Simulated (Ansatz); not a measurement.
The inner images of a band of CH$_{9}$GeNOSi (14 atoms, charge 0, multiplicity 1) are given out of order.

Theory: RKS BLYP-D4/def2-SVP in Ansatz 0.2.0.

First end point:

```xyz
14
Properties=species:S:1:pos:R:3
C -1.634 1.678 0.498
N -0.647 0.600 0.584
Si 0.187 -0.127 -0.760
O -0.691 -1.187 -1.751
Ge 2.062 -1.281 0.218
H -1.522 2.400 1.336
H -1.483 2.244 -0.444
H -2.690 1.321 0.499
H -0.662 0.100 1.477
H 0.557 0.968 -1.708
H -0.965 -2.021 -1.327
H 1.558 -2.250 1.336
H 3.088 -0.317 0.884
H 2.832 -2.157 -0.813
```

Last end point:

```xyz
14
Properties=species:S:1:pos:R:3
C -1.582 1.656 0.510
N -0.739 0.464 0.588
Si 0.170 -0.280 -0.697
O -0.554 -1.597 -1.481
Ge 2.139 -1.245 0.267
H -1.386 2.360 1.349
H -1.366 2.204 -0.429
H -2.675 1.429 0.514
H -0.852 -0.062 1.459
H 0.428 0.839 -1.671
H -1.387 -1.400 -1.951
H 1.755 -2.068 1.534
H 3.126 -0.133 0.732
H 2.911 -2.194 -0.694
```

Question: Put them in order from the first end to the last, with their energies above the first end.
A.
```xyz
14
Properties=species:S:1:pos:R:3
C -1.618 1.657 0.500
N -0.682 0.533 0.565
Si 0.190 -0.157 -0.772
O -0.684 -1.181 -1.803
Ge 2.075 -1.274 0.234
H -1.438 2.388 1.319
H -1.478 2.199 -0.458
H -2.688 1.351 0.549
H -0.703 0.028 1.455
H 0.598 0.951 -1.688
H -1.141 -1.918 -1.357
H 1.614 -2.213 1.394
H 3.064 -0.244 0.860
H 2.880 -2.150 -0.768
```
B.
```xyz
14
Properties=species:S:1:pos:R:3
C -1.580 1.664 0.499
N -0.747 0.464 0.574
Si 0.182 -0.266 -0.703
O -0.541 -1.588 -1.479
Ge 2.150 -1.247 0.250
H -1.355 2.384 1.318
H -1.388 2.190 -0.457
H -2.673 1.445 0.540
H -0.856 -0.059 1.448
H 0.444 0.857 -1.671
H -1.450 -1.441 -1.804
H 1.739 -2.176 1.433
H 3.092 -0.153 0.835
H 2.972 -2.102 -0.755
```
C.
```xyz
14
Properties=species:S:1:pos:R:3
C -1.607 1.643 0.491
N -0.722 0.479 0.548
Si 0.200 -0.186 -0.768
O -0.639 -1.244 -1.790
Ge 2.107 -1.262 0.241
H -1.394 2.366 1.310
H -1.451 2.181 -0.465
H -2.690 1.383 0.547
H -0.753 -0.025 1.438
H 0.605 0.939 -1.669
H -1.342 -1.765 -1.361
H 1.666 -2.202 1.408
H 3.079 -0.210 0.856
H 2.929 -2.127 -0.758
```
D.
```xyz
14
Properties=species:S:1:pos:R:3
C -1.602 1.637 0.491
N -0.751 0.447 0.538
Si 0.213 -0.205 -0.757
O -0.561 -1.375 -1.709
Ge 2.137 -1.250 0.236
H -1.371 2.348 1.316
H -1.434 2.178 -0.461
H -2.690 1.402 0.548
H -0.794 -0.063 1.424
H 0.571 0.945 -1.652
H -1.472 -1.586 -1.433
H 1.682 -2.192 1.395
H 3.105 -0.200 0.859
H 2.955 -2.116 -0.765
```
E.
```xyz
14
Properties=species:S:1:pos:R:3
C -1.592 1.646 0.493
N -0.751 0.450 0.548
Si 0.208 -0.232 -0.734
O -0.527 -1.504 -1.579
Ge 2.152 -1.244 0.239
H -1.363 2.361 1.314
H -1.416 2.181 -0.462
H -2.683 1.418 0.545
H -0.829 -0.071 1.426
H 0.510 0.916 -1.658
H -1.502 -1.481 -1.597
H 1.702 -2.175 1.407
H 3.112 -0.179 0.849
H 2.967 -2.114 -0.761
```

Answer: A (+0.7 kJ/mol), C (+3.3 kJ/mol), D (+5.4 kJ/mol), E (+3.7 kJ/mol), B (+1.7 kJ/mol).

Run time: 3.5 min on 2 threads of Arm Neoverse V1, on a shared host, peak memory 0.19 GiB.
